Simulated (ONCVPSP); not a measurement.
Ga (Z = 31): excitation energies, all-electron against ONCV

```json
{
 "Element": "gallium",
 "Generator": "ONCVPSP 4.0.1",
 "Type": "optimised norm-conserving Vanderbilt (ONCV)",
 "Functional": "LDA (Perdew-Zunger)",
 "Relativity": "scalar-relativistic",
 "Frozen core": "[Ne]",
 "Valence charge": "21",
 "Reference configuration": "3s2 3p6 3d10 4s2 (charge +1)",
 "Partial waves": "3s+4s: rc 1.30 bohr, ncon 4, nbas 8, qcut 11.6 1/bohr, 2 projectors; 3p: rc 1.05 bohr, ncon 4, nbas 8, qcut 12.7 1/bohr, 2 projectors, debl 2.9 Ha; 3d: rc 0.80 bohr, ncon 4, nbas 9, qcut 17.2 1/bohr, 2 projectors, debl 2.3 Ha",
 "Local potential": "polynomial inside 0.65 bohr (lpopt 5, dvloc0 0 Ha)",
 "Core correction": "Teter function, fcfact 3, rcfact 1.1"
}
```

In the p channel the program set the typed energies aside and used -3.933, 0.250 Ha.

Energies are relative to the spin-unpolarised reference configuration 3s2 3p6 3d10 4s2; without spin polarisation the order of configurations can differ from experiment.

Q: Give the all-electron excitation energy and the error of the potential for: 3s2 3p6 3d10 4s2 4p1; 3s2 3p6 3d10 4s1; 3s2 3p6 3d10 4s0; 3s2 3p6 3d10 4s1 4p1.

A:

```csv
valence configuration,charge,ΔE all-electron (eV),error AE − PS (meV)
3s2 3p6 3d10 4s2 4p1,0,-5.888,+0.5
3s2 3p6 3d10 4s1,+2,21.503,-1.8
3s2 3p6 3d10 4s0,+3,53.103,-3.6
3s2 3p6 3d10 4s1 4p1,+1,7.450,-0.9
```

Levels in the configuration 3s2 3p6 3d10 4s1 4p1:

```
level  all-electron (eV)  pseudo (eV)
   3s           -157.662     -157.670
   3p           -108.885     -108.886
   3d            -29.556      -29.560
   4s            -17.753      -17.753
   4p            -10.200      -10.200
```
